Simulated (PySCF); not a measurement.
These are PySCF with PBE-D3(BJ)/def2-TZVP // CAM-B3LYP-D3(BJ)/def2-TZVP values and carry that method's errors. Isolated molecules, 0 K electronic values unless said otherwise. One relaxed conformer stands for a flexible species; it need not be the lowest. 

Reference species (SMILES): `[NH2][Sn]([NH2])([F])[F]` (neutral, multiplicity 1).

- HOMO–LUMO gap: 4.33 eV
- HOMO: -6.72 eV
- LUMO: -2.40 eV

Changed species: `[F][Sn]([F])([F])[F]` (0 of 4 F replaced by NH2; the reference has 2 of 4 F replaced by NH2).

Task: Predict the effect on the HOMO–LUMO gap, HOMO and LUMO.

Result: the HOMO–LUMO gap goes up by 1.32 eV, to 5.65 eV; the HOMO decreases by 3.53 eV, to -10.25 eV; the LUMO falls by 2.21 eV, to -4.61 eV.
